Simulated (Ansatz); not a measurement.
Reaction (hydrogen abstraction from the Sn–H bond): `C[O][SnH2][F]` + `[SiH3]`• → `C[O][SnH][F]`• + SiH₄

Calculated with Ansatz (gas phase, PBE0-D4/def2-TZVP geometries, no zero-point term in ΔE). CBS: MP2 limit from def2 TZ/QZ plus the TZ coupled-cluster correction, frozen cores. This one scheme is used for every species. DFT in def2-TZVPP. HSE06 is defined as in plane-wave codes. Open shells (•) are unrestricted, without spin–orbit coupling. Elements past krypton have def2 core potentials. For Sn outer-core shells are correlated without core-valence functions, which leaves a few kJ/mol of doubt a bond. One conformer a species, not always the lowest.

| level | ΔE (kcal/mol) | difference from CCSD(T)/CBS |
| --- | --- | --- |
| LDA (SPW92) | -22.8 | -4.3 |
| HSE06-D4 | -19.9 | -1.4 |
| PBE-QIDH | -18.0 | 0.5 |
| revPBE | -22.6 | -4.1 |
| BLYP | -25.6 | -7.1 |
| PBE0 | -19.8 | -1.3 |
| r2SCANh | -20.3 | -1.8 |
| SCS-MP2/def2-TZVPP | -18.1 | 0.4 |
| HF/def2-QZVPP | -16.3 | 2.2 |
| MP2/CBS(def2) | -18.3 | 0.2 |
| CCSD(T)/CBS | -18.5 | 0 |

Largest T1 diagnostic among the species: 0.019.

From r2SCAN to r2SCAN0 (25 % exact exchange), in def2-TZVPP and without D4, ΔE moves by +1.7 kcal/mol. At CCSD(T), def2-SVP lies +1.0 kcal/mol from the extrapolated value and def2-TZVPP +0.6 kcal/mol. In def2-TZVPP, CCSD(T) changes the Hartree–Fock value by −1.7 kcal/mol (the triples alone add −0.4 kcal/mol) and MP2 by −1.5 kcal/mol.
